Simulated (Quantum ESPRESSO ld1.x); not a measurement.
Question: The table gives one normalised radial function P(r) = r R(r) (large component) of Pb15+ in [Kr] 4d10 4f14 5s2 5p5 (r in bohr). All-electron calculation, Dirac Kohn-Sham, PBE, spin-unpolarised, spherical densities, point nucleus; open shells fill j = l - 1/2 first. Program: ld1.x of Quantum ESPRESSO 7.5.

| r | P |
|---|---|
| 0.001046 | 0.0021 |
| 0.001362 | 0.0035 |
| 0.001788 | 0.0057 |
| 0.002328 | 0.0093 |
| 0.003056 | 0.0151 |
| 0.003979 | 0.0241 |
| 0.005223 | 0.0384 |
| 0.006801 | 0.0595 |
| 0.008927 | 0.0913 |
| 0.01162 | 0.1344 |
| 0.01526 | 0.1923 |
| 0.01987 | 0.2583 |
| 0.02587 | 0.3221 |
| 0.03395 | 0.3598 |
| 0.04421 | 0.3310 |
| 0.05803 | 0.1928 |
| 0.07557 | -0.0541 |
| 0.09919 | -0.3493 |
| 0.1292 | -0.5039 |
| 0.1695 | -0.3316 |
| 0.2208 | 0.1601 |
| 0.2898 | 0.6565 |
| 0.3773 | 0.6476 |
| 0.4952 | -0.0171 |
| 0.6449 | -0.8633 |
| 0.8397 | -1.2763 |
| 1.102 | -1.0186 |
| 1.435 | -0.4875 |
| 1.884 | -0.1256 |
| 2.453 | -0.0164 |

Which n and l does it have? It may be an empty orbital.

Answer: n = 5, l = 1: the number of nodes gives n - l - 1 = 3, the rise at small r points to l (this Dirac orbital starts as r^gamma with gamma = sqrt((l + 1)^2 - (Z/c)^2) = 1.91; the j = 3/2 orbital of l + 1 starts with the same power, but with a smaller coefficient, and then steepens), and the extent must fit the shell. The curve is that of 5p3/2; the two j differ most near the nucleus, where j = l - 1/2 has the larger amplitude, and in heavy atoms j = l - 1/2 is also the more compact. 5p3/2: eigenvalue -350.13 eV, 3 radial nodes at r = 0.0718, 0.205, 0.493 bohr, <r> = 0.904 bohr, 90 % of the charge inside 1.27 bohr.
